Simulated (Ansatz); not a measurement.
A search over several starts for the lowest SCF solution of the cluster Sn4H8 at the given spin, in a small basis.

```yaml
crystal:
  periodic: [false, false, false]
  atoms:
    - {symbol: Sn, position_ang: [2.382264, -0.066937, 0.505003]}
    - {symbol: Sn, position_ang: [-2.009874, 0.431270, 0.044858]}
    - {symbol: Sn, position_ang: [-0.869527, -2.118448, -0.494951]}
    - {symbol: Sn, position_ang: [-1.149986, 2.160240, -2.037819]}
    - {symbol: H, position_ang: [-3.743473, 0.346630, -0.045803]}
    - {symbol: H, position_ang: [1.135359, 0.962080, -0.181738]}
    - {symbol: H, position_ang: [0.551198, 2.158702, -2.502490]}
    - {symbol: H, position_ang: [0.892387, -1.856362, -0.332889]}
    - {symbol: H, position_ang: [3.832738, 0.909743, 0.686516]}
    - {symbol: H, position_ang: [-1.582822, 1.017527, 1.631372]}
    - {symbol: H, position_ang: [-1.261699, -3.402461, 0.638030]}
    - {symbol: H, position_ang: [1.823445, -0.541972, 2.089901]}
basis:
  gaussian: {orbitals: def2-SVP, initial_orbitals: start.molden}
magnetization: {spin_polarized: true, initial_magnetization: 4}
hamiltonian: {xc: pbe, dispersion: d4}
output: {orbitals: {seedname: orbitals}}
```

The file start.molden holds the orbitals of an earlier run on this structure, at another level or in another basis.

```sh
$ ansatz run in.yaml --threads 4 --pin off --events-out ev --progress --plain --max-ram 4787MiB
```

Shortened log:

```
Functional definition: PBE
1628 factors; their error is unknown
mean field evaluation 1: about -23450.8242 eV, gradient 5.6e-2 eV
mean field evaluation 2: about -23450.8100 eV, gradient 2.1e-4 eV
mean field evaluation 4: about -23450.8100 eV, gradient 1.0e-5 eV
mean field evaluation 8: about -23450.8119 eV, gradient 1.1e0 eV
mean field evaluation 16: about -23450.8100 eV, gradient 2.8e-3 eV
mean field -23450.81003644 eV, -861.8013733091 hartree, gradient 1.0e-5 eV, S^2 6.004658; 1 other end points of the search recorded, 0 dependent functions left out
reference -23450.81009532 eV, -861.8013754730 hartree; 50, 46 occupied and 94, 98 virtual orbitals, 1628 factors
Total energy: -23451.22944514 eV, -861.8167862948 hartree
```

Run time 4.3 s (4 threads of Arm Neoverse V1 on a shared host).

In the def2 sets Sn takes a core potential; there is no spin–orbit coupling. In the quintet geometry the species has come apart into loosely held pieces. At PBE0-D4/def2-TZVP a singlet of charge 0 lies 3.77 eV below the quintet, each at its own geometry. The structure comes from a short search, and lower isomers may exist.
